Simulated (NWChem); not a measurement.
Species: C₂H₅FOSi; SMILES O=CC[SiH2]F

```xyz
10

O      0.2792    -2.3898     0.5207
C      0.4119    -1.5447    -0.3381
C     -0.6361    -0.5224    -0.6893
Si    -0.4546     1.0794     0.3071
F      0.9277     1.8123    -0.1016
H      1.3617    -1.4620    -0.9115
H     -0.5962    -0.2723    -1.7570
H     -1.6286    -0.9250    -0.4478
H     -0.4251     0.7776     1.7573
H     -1.5858     1.9808    -0.0278
```
Atoms are numbered in this order, from 1.

Program: NWChem. Medium grid unless said otherwise, to which SCAN and Minnesota functionals are sensitive. The geometry was optimised at B3LYP/6-31G* (spherical d). Total energies of different functionals are on different scales.

```
level                energy (Ha)  highest occupied level (eV)  orbital gap (eV)  dipole (D)  relative time
-------------------  -----------  ---------------------------  ----------------  ----------  -------------
PBE/def2-TZVP          -543.5197                        -6.02              3.81        2.41              1
B3LYP/def2-TZVP        -543.9784                        -7.40              6.03        2.53              1
CAM-B3LYP/def2-TZVP    -543.8690                        -9.10              9.17        2.58             10
PBE0/def2-TZVP         -543.5551                        -7.63              6.53        2.52              1
r2SCAN/def2-TZVP       -543.7992                        -6.33              4.36        2.50              1
BLYP/def2-TZVP         -543.8944                        -5.95              3.86        2.43              1
```

Relative times are rough (shared machine, one core).
